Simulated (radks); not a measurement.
Species: Fe9+. Configuration: [Ne] 3s2 3p5. Calculated with a radial shooting solver on a logarithmic mesh with Libxc functionals: scalar-relativistic Kohn-Sham, PBE, spin-polarised, spherical densities, finite nucleus; open shells are filled with parallel spins first; Fermi nuclear charge, rms radius 3.7377 fm.

Normalised radial functions P(r) = r R(r), r in bohr:

```
   r/bohr * 2p up (the largest magnitude, 1.99, reaches the edge; | marks zero)
 0.002731 *
 0.003417 *
 0.004274 *
  0.00539 *
 0.006744 |*
 0.008437 |*
  0.01064 | *
  0.01331 | *
  0.01665 |  *
    0.021 |    *
  0.02628 |      *
  0.03287 |          *
  0.04146 |              *
  0.05186 |                    *
  0.06489 |                           *
  0.08183 |                                   *
   0.1024 |                                           *
   0.1281 |                                                  *
   0.1615 |                                                      *
   0.2021 |                                                      *
   0.2548 |                                                *
   0.3188 |                                      *
   0.3989 |                          *
    0.503 |              *
   0.6293 |      *
   0.7873 | *
   0.9929 |*
    1.242 *
    1.554 *
     1.96 *
    2.452 *
```

2p up: eigenvalue -921.21 eV, 0 radial nodes, <r> = 0.235 bohr, 90 % of the charge inside 0.384 bohr.
